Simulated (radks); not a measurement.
The numbers below are computed, except where a source is named.
Lu, 71 electrons, occupied as [Xe] 4f14 6s2 7s1 (not the ground configuration).

Level of theory: Dirac Kohn-Sham, AM05, spin-unpolarised, spherical densities, finite nucleus; Fermi nuclear charge, rms radius 5.37 fm (a radial shooting solver on a logarithmic mesh with Libxc functionals).

Energy parts (hartree):
| part | energy |
|---|---|
| total | -14570.5835 |
| kinetic | 16232.9531 |
| electron-nucleus | -36224.0542 |
| Hartree | 5713.8465 |
| exchange-correlation | -293.3288 |

Orbitals (lengths in bohr, moments of r in powers of bohr):
| orbital | occ. | eigenvalue (hartree) | <r^2> |
|---|---|---|---|
| 1s1/2 | 2 | -2318.798 | 0.0005128 |
| 2s1/2 | 2 | -394.7081 | 0.007870 |
| 2p1/2 | 2 | -376.8864 | 0.005645 |
| 2p3/2 | 4 | -335.8739 | 0.006854 |
| 3s1/2 | 2 | -89.58289 | 0.05168 |
| 3p1/2 | 2 | -81.67584 | 0.04758 |
| 3p3/2 | 4 | -72.92975 | 0.05430 |
| 3d3/2 | 4 | -59.45826 | 0.04239 |
| 3d5/2 | 6 | -57.54686 | 0.04424 |
| 4s1/2 | 2 | -17.97232 | 0.2585 |
| 4p1/2 | 2 | -14.75182 | 0.2683 |
| 4p3/2 | 4 | -12.75578 | 0.3057 |
| 4d3/2 | 4 | -7.45024 | 0.3404 |
| 4d5/2 | 6 | -7.08578 | 0.3550 |
| 5s1/2 | 2 | -2.44531 | 1.540 |
| 5p1/2 | 2 | -1.54925 | 1.946 |
| 5p3/2 | 4 | -1.29122 | 2.291 |
| 4f5/2 | 6 | -0.58989 | 0.6717 |
| 4f7/2 | 8 | -0.53377 | 0.7051 |
| 6s1/2 | 2 | -0.28610 | 12.23 |
| 6p1/2 | 0 | -0.14117 | 20.73 |
| 6p3/2 | 0 | -0.12063 | 24.95 |
| 7s1/2 | 1 | -0.05139 | 91.94 |

The highest occupied level is 7s1/2 at -1.398 eV. The configuration is held as typed, so some empty levels lie below it. Summed over all electrons, <r^2> = 148.9 bohr^2, which gives a Langevin (diamagnetic) susceptibility term of -118 x 10^-6 cm^3/mol.
